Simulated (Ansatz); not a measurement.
The first iterations of a band of H2 + H2O2Zn (7 atoms, charge 0, multiplicity 1).

Method: RKS B3LYP-D4/def2-SVP in Ansatz.

```
movable images  : 5
climbing image  : yes
spring          : 5.0 eV/Å²
optimiser       : quadratic models (default)
start path      : through a guess of the saddle point
force threshold : 0.05 eV/Å
iteration limit : 60
end points      : relaxed
```

Initial state:

```xyz
7
Properties=species:S:1:pos:R:3
Zn -0.510 -0.011 -0.167
O -0.268 0.321 1.567
H -0.507 -0.414 2.147
O -0.830 -0.197 -1.900
H -0.054 -0.456 -2.416
H 2.615 -0.813 1.818
H 1.932 -0.471 1.779
```

Final state:

```xyz
7
Properties=species:S:1:pos:R:3
Zn 1.347 -0.290 0.021
O -0.057 0.042 1.702
H -0.696 -0.044 0.948
O -0.332 -0.402 -0.716
H -0.499 -0.334 -1.661
H 2.862 -0.318 0.235
H -0.247 -0.694 2.299
```

| iteration | highest image above the first end (eV) | largest band force component (eV/Å) |
| --- | --- | --- |
| 1 | 6.336 | 34.972 |
| 2 | 1.004 | 3.888 |
| 3 | 1.082 | 1.845 |
| 4 | 0.996 | 1.506 |
| 5 | 0.558 | 1.761 |
| 6 | 0.422 | 0.548 |

Problem. Does the band converge within its limit, and where does its top end?

Solution. The forces met the threshold. It ended after 19 iterations with the highest image 0.852 eV above the first end. A vibrational analysis at the climbing image gives one clearly imaginary mode, 1227i cm⁻¹: a first-order saddle point. The orbitals stay closed-shell, which can raise the energy where a bond breaks towards radicals; this wasn't checked here.

The run took 4.1 min on 1 thread of Arm Neoverse V2 (shared host), peak memory 0.15 GiB.
